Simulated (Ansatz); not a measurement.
Stretching the Si1–F3 bond in FHSi (SMILES F[SiH]) (multiplicity 1 held, fragments rigid). Energies count from the point at 1.620 Å.
Geometry at that point (charge 0, multiplicity 1):
```tsv
atom	x (Å)	y (Å)	z (Å)
Si	-0.2073	-0.3454	0.4496
H	-1.0031	-1.1949	-0.5558
F	0.4339	0.6700	-0.6376
```

R- and RO- levels are restricted; in cc, def2 and unpolarised 6-31G sets they are followed outwards from rest. Unrestricted levels (U-) break spin symmetry where that is lower. Active spaces are followed from a long bond inwards. Curves can end on different states.

Correlated levels freeze the cores.

Codes used: Ansatz (a quantum-chemistry and plane-wave program). 

Energies in kJ/mol.

| R (Å) | R-HF/cc-pV(D+d)Z | U-MP2/cc-pV(D+d)Z | U-CCSD/cc-pV(D+d)Z | FIC-MRCISD+Q on CASSCF(6,4)/cc-pV(D+d)Z |
|---|---|---|---|---|
| 1.296 | 315 | 339 | 339 | 341 |
| 1.458 | 59 | 69 | 69 | 70 |
| 1.620 | 0 | 0 | 0 | 0 |
| 1.782 | 28 | 20 | 20 | 20 |
| 1.944 | 93 | 79 | 79 | 78 |
| 2.187 | 208 | 189 | 189 | 185 |
| 2.430 | 318 | 315 | 294 | 286 |
| 2.835 | 467 | 497 | 431 | 415 |
| 3.240 | 580 | 530 | 495 | 484 |
| 3.726 | 680 | 541 | 516 | 512 |
| 4.374 | 769 | 544 | 519 | 521 |
| 5.184 | 834 | 545 | 520 | 523 |

Doubts at one or more of the structures used: a restricted determinant that unrestricted orbitals would lower (R-HF/cc-pV(D+d)Z); a spin-contaminated determinant (U-MP2/cc-pV(D+d)Z, U-CCSD/cc-pV(D+d)Z); T1 above 0.05 (U-CCSD/cc-pV(D+d)Z); active orbitals that take no part (FIC-MRCISD+Q on CASSCF(6,4)/cc-pV(D+d)Z).
